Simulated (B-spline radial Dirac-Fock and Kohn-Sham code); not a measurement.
## Total conversion coefficients of Br against transition energy

These are calculated numbers from a B-spline atomic structure program; the model is a Dirac-Hartree-Slater potential of the neutral atom with a Latter tail (no hole, which puts coefficients of high multipoles low close above an edge), finite nucleus with surface currents. Subshells within 1 keV of threshold and pair formation are left out.

| energy (keV) | E1 | E5 | M2 | M3 | M4 | M5 |
| --- | --- | --- | --- | --- | --- | --- |
| 13.1 | 3.83 | 3.59e+09 | 875 | 156000 | 1.98e+07 | 2.06e+09 |
| 14.7 | 19.8 | 1.47e+09 | 2020 | 92800 | 8.75e+06 | 8.10e+08 |
| 18.4 | 10.9 | 2.59e+08 | 819 | 30700 | 1.90e+06 | 1.35e+08 |
| 18.6 | 10.6 | 2.39e+08 | 784 | 29100 | 1.77e+06 | 1.24e+08 |
| 18.8 | 10.3 | 2.20e+08 | 752 | 27700 | 1.65e+06 | 1.14e+08 |
| 20 | 8.71 | 1.36e+08 | 586 | 20500 | 1.10e+06 | 7.04e+07 |
| 21.7 | 6.98 | 7.21e+07 | 423 | 13900 | 655000 | 3.75e+07 |
| 22.4 | 6.40 | 5.63e+07 | 373 | 11900 | 537000 | 2.94e+07 |
| 23.9 | 5.35 | 3.41e+07 | 288 | 8740 | 359000 | 1.80e+07 |
| 27.5 | 3.63 | 1.15e+07 | 165 | 4490 | 153000 | 6.34e+06 |
| 32.7 | 2.23 | 3.02e+06 | 83.3 | 1980 | 55100 | 1.82e+06 |
| 50 | 0.657 | 121000 | 16.0 | 272 | 4960 | 99500 |
| 100 | 0.0851 | 894 | 1.21 | 11.7 | 116 | 1190 |
| 164 | 0.0196 | 36.4 | 0.212 | 1.38 | 9.07 | 60.8 |
| 165 | 0.0193 | 35.0 | 0.207 | 1.34 | 8.80 | 58.7 |
| 188 | 0.0131 | 15.7 | 0.133 | 0.780 | 4.60 | 27.6 |
| 200 | 0.0110 | 10.8 | 0.108 | 0.605 | 3.40 | 19.4 |
| 206 | 0.0101 | 9.01 | 0.0982 | 0.536 | 2.94 | 16.4 |
| 272 | 0.00454 | 1.77 | 0.0398 | 0.177 | 0.785 | 3.52 |
| 276 | 0.00436 | 1.63 | 0.0380 | 0.167 | 0.734 | 3.25 |
| 365 | 0.00203 | 0.349 | 0.0159 | 0.0578 | 0.208 | 0.751 |
| 500 | 0.000905 | 0.0706 | 0.00630 | 0.0187 | 0.0549 | 0.161 |
| 771 | 0.000335 | 0.0103 | 0.00191 | 0.00451 | 0.0104 | 0.0235 |
| 1000 | 0.000198 | 0.00382 | 0.000984 | 0.00206 | 0.00418 | 0.00836 |
| 1180 | 0.000146 | 0.00215 | 0.000656 | 0.00129 | 0.00243 | 0.00453 |
| 1200 | 0.000141 | 0.00204 | 0.000630 | 0.00123 | 0.00231 | 0.00426 |
| 1280 | 0.000126 | 0.00165 | 0.000541 | 0.00103 | 0.00189 | 0.00339 |
| 1470 | 9.96e-05 | 0.00107 | 0.000392 | 0.000711 | 0.00124 | 0.00212 |
| 2000 | 6.12e-05 | 0.000448 | 0.000198 | 0.000327 | 0.000518 | 0.000802 |

Problem. How fast do they fall between 1280 and 2000 keV?

Solution. As powers of the energy: E1 E^-1.62, E5 E^-2.92, M2 E^-2.25, M3 E^-2.57, M4 E^-2.90, M5 E^-3.23. Within one type (E or M) the higher multipoles fall faster.
